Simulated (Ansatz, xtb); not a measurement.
**C5H6BCl: which of two isomers lies lower**

We compare a, `ClC1=CCC=CB1`, a singlet, with b, `C=C(C)C#CBCl`, a singlet. Both are isolated molecules in the gas phase, relaxed with r2SCAN-D4/def2-SVP.

Quicker runs give these differences E(b) − E(a): GFN2-xTB +4.1 kcal/mol; HF/STO-3G +18.2 kcal/mol (at GFN2-xTB geometries); r2SCAN-D4/def2-SVP//GFN2-xTB +6.9 kcal/mol.

Task: Estimate E(b) − E(a) at the level CCSD(T)/def2-SVP + ΔMP2/def2-TZVPP.

Result: Not settled: CCSD(T)/def2-SVP + ΔMP2/def2-TZVPP gives E(b) − E(a) = +2.9 kcal/mol, but this leans on the basis-set step: CCSD(T) alone gives +0.5 kcal/mol.

Level by level:

| level | geometry | E(b) − E(a) (kcal/mol) | departure from the last row (kcal/mol) | job, with rough time for the two |
| --- | --- | --- | --- | --- |
| GFN2-xTB | GFN2-xTB | +4.1 | +1.2 | optimisation, 0.16 s |
| HF/STO-3G | GFN2-xTB | +18.2 | +15.3 | single point, 0.38 s |
| r2SCAN-D4/def2-SVP//GFN2-xTB | GFN2-xTB | +6.9 | +4.0 | single point, 3.6 s |
| r2SCAN-D4/def2-SVP | r2SCAN-D4/def2-SVP | +6.0 | +3.1 | optimisation, 31 s |
| HF/def2-SVP | r2SCAN-D4/def2-SVP | −0.5 | −3.4 | part of the CCSD(T) run |
| MP2/def2-SVP | r2SCAN-D4/def2-SVP | −0.9 | −3.7 | part of the CCSD(T) run |
| CCSD(T)/def2-SVP | r2SCAN-D4/def2-SVP | +0.5 | −2.4 | single point |
| CCSD(T)/def2-SVP + ΔMP2/def2-TZVPP | r2SCAN-D4/def2-SVP | +2.9 |  | single point, 62 s |

As drawn, b has 1 C≡C, 1 B–Cl in place of 1 C–Cl, 1 C=C, 1 C–B. Structure a has a 6-membered ring, b no ring.

HF/def2-SVP, MP2/def2-SVP put the two in the other order. CCSD(T)/def2-SVP finds them nearly level. The largest departure from CCSD(T)/def2-SVP + ΔMP2/def2-TZVPP is that of HF/STO-3G, 15.3 kcal/mol. The last row adds to CCSD(T) the change of the MP2 difference between the two basis sets, here +2.4 kcal/mol.

With thermal terms from frequencies at re-optimised GFN2-xTB minima (ideal gas, soft modes damped towards free rotors, one conformer each, 298.15 K, 1 atm): on the last row, ΔE + ΔZPE = +1.4, ΔH = +2.7, ΔG = −0.8 kcal/mol.

The correlated steps freeze 11 core orbitals. Codes used: Ansatz 0.2.0, xtb 6.7.1; the last row on 4 threads of Arm Neoverse V1 on a shared host.
